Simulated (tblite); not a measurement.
Task: What does the GFN2-xTB structure of InChI=1S/C4H8Cl2Si/c1-3-7-4(2,5)6/h3H,1,7H2,2H3 look like in three dimensions?

Result: 
```xyz
15
C4H8Cl2Si angstrom
C      2.419   -1.153    0.367
C      1.630   -0.166   -0.030
Si     0.247    0.583    1.000
C     -1.238    0.855   -0.205
C     -1.772   -0.377   -0.895
Cl    -0.713    2.035   -1.446
Cl    -2.560    1.616    0.733
H      3.210   -1.548   -0.252
H      2.308   -1.613    1.335
H      1.797    0.259   -1.014
H      0.592    1.902    1.524
H     -0.230   -0.324    2.045
H     -2.119   -1.088   -0.147
H     -2.600   -0.134   -1.560
H     -0.976   -0.839   -1.477
```

Any rigid rotation of these coordinates is as good. Atoms count from 1 in this order. Si3 (SiH2 silicon) is tetrahedral (angles from 106.1° to 112.6°). The C–Si distances run from 1.880 Å (C2–Si3, drawn single) to 1.933 Å (Si3–C4, drawn single), a spread of 0.053 Å. The C–C distances run from 1.325 Å (C1=C2, drawn double) to 1.510 Å (C4–C5, drawn single), a spread of 0.185 Å.

Bonds between heavy atoms (Å): C1=C2 1.325, C2–Si3 1.880, Si3–C4 1.933, C4–C5 1.510, C4–Cl6 1.791, C4–Cl7 1.790.

Structure optimised with GFN2-xTB, isolated species.

Point group: C1 (no symmetry element, even within 0.4 Å). Its GFN2-xTB frequencies are all real (lowest 32 cm⁻¹). One conformer, not necessarily the lowest (C1–C2–Si3–C4 -138°, C2–Si3–C4–C5 59°).

All values are computed, not measured.
